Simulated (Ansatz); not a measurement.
`CB(F)C=O` + `F[CH2][AlH][F]` → `O=CB(F)F` + `[CH3][AlH][CH2]F`  (redistribution)

Calculated with Ansatz (gas phase, PBE0-D4/def2-TZVP geometries, no zero-point term in ΔE). CCSD(T)/CBS adds triple-zeta CCSD(T) − MP2 to the extrapolated MP2 energy (def2 sets, frozen cores). DFT in def2-TZVPP. B3LYP here is the variant with VWN-RPA as its local correlation; programs differ in this. Each species was taken in one conformer, which may not be the lowest.

| level | ΔE (kcal/mol) |
| --- | --- |
| r2SCAN-D4 | 10.5 |
| B3LYP-D4 | 10.9 |
| MP2/def2-SVP | 9.1 |
| CCSD/def2-SVP | 9.0 |

(1) What does CCSD(T)/CBS give? (Best estimate.)

Largest T1 diagnostic among the species: 0.015.

## Answers

(1) Computed: +11.4 kcal/mol. The listed levels differ from it by -0.9, -0.5, -2.3, -2.4 kcal/mol.

At CCSD(T), def2-SVP lies −2.7 kcal/mol from the extrapolated value and def2-TZVPP −1.0 kcal/mol. Leaving LDA and LC-ωPBE aside and taking each functional with its dispersion term where it has one, the values, not all of them listed here, spread over 1.4 kcal/mol, from HSE06-D4 to B2PLYP. LDA lies −0.9 kcal/mol from PBE without D4.
